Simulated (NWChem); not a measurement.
## Relativistic effects in Cl2Te

```xyz
3

Te     0.0000     0.0000    -0.5985
Cl     1.8101     0.0000     0.9154
Cl    -1.8101     0.0000     0.9154
```
Charge 0, spin multiplicity 1.

Program: NWChem. All single points use one geometry, from PBE0/def2-SVP with def2 effective core potentials on Te, a minimum by its harmonic frequencies.

Functional PBE, all-electron basis x2c-SVPall-2c, contracted for the X2C Hamiltonian and used here with ZORA. The ion keeps the geometry and has multiplicity 2 in the scalar run; the spin-orbit run starts from the same electron counts.

Costs are rough ratios of processor time within this set of runs, SCF included, with scalar ZORA as 1.

The structure started from a generated list of species. The stability of the SCF solutions was not checked.

```json
[
 {"Hamiltonian": "scalar ZORA", "ΔSCF ionisation energy (eV)": "8.58", "HOMO (eV)": "-5.39", "LUMO (eV)": "-3.55", "gap (eV)": "1.84", "relative cost": "1"},
 {"Hamiltonian": "spin-orbit ZORA", "ΔSCF ionisation energy (eV)": "8.62", "HOMO (eV)": "-5.44", "LUMO (eV)": "-3.63", "gap (eV)": "1.81", "relative cost": "under 3"}
]
```

From scalar ZORA to spin-orbit ZORA the ionisation energy goes up by 0.04 eV.
